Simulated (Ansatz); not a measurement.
Geometry optimisation, RKS revPBE-D4/STO-3G in Ansatz 0.2.0.

The input (input.yaml):

```yaml
crystal:
  periodic: [false, false, false]
  atoms:
    - { symbol: F, position_ang: [-1.3511, -1.4253, -0.2117] }
    - { symbol: C, position_ang: [-0.5115, -0.391, -0.5828] }
    - { symbol: Si, position_ang: [1.1607, -0.8204, 0.0387] }
    - { symbol: Al, position_ang: [-1.0167, 1.3544, 0.2055] }
    - { symbol: F, position_ang: [-1.4615, 2.7355, -0.8791] }
    - { symbol: Cl, position_ang: [-1.252, 1.5693, 2.4021] }
    - { symbol: H, position_ang: [-0.4516, -0.2963, -1.6833] }
    - { symbol: H, position_ang: [1.6579, -2.085, -0.5383] }
    - { symbol: H, position_ang: [1.1609, -0.9245, 1.5601] }
    - { symbol: H, position_ang: [2.148, 0.2321, -0.308] }
basis:
  gaussian: { orbitals: STO-3G }
hamiltonian:
  xc: revpbe
  dispersion: d4
relax:
  f_tol: 0.02
  max_steps: 40
scf:
  lower_state_search: "off"
output:
  orbitals: {}
```

Command:

```bash
$ ansatz run input.yaml --threads 1 --pin off --max-ram 2048MiB --backend cpu --events-out ev --progress --plain --runs-dir out
```

Where does it end, and by what steps?

The run converged. Limits of this set-up: minimal basis. After 5 steps the energy has fallen by 0.865 eV; Cl6 moved furthest, 0.17 Å.

| step | energy less start (eV) | largest force component (eV/Å) | accepted |
| --- | --- | --- | --- |
| 0 | 0.0000 | 3.183 | yes |
| 1 | -0.7141 | 2.057 | yes |
| 2 | -0.8417 | 0.748 | yes |
| 3 | -0.8627 | 0.139 | yes |
| 4 | -0.8646 | 0.036 | yes |
| 5 | -0.8647 | 0.016 | yes |

```xyz
10
Properties=species:S:1:pos:R:3
F -1.484 -1.413 -0.245
C -0.529 -0.378 -0.532
Si 1.241 -0.843 0.075
Al -1.089 1.363 0.171
F -1.428 2.676 -0.748
Cl -1.286 1.639 2.247
H -0.458 -0.271 -1.654
H 1.707 -2.086 -0.530
H 1.266 -0.977 1.526
H 2.144 0.238 -0.308
```

Whether the end is a true minimum wasn't checked by a vibrational analysis.

The run took 18 s on 1 thread of Arm Neoverse V1, on a shared host, peak memory 0.17 GiB.
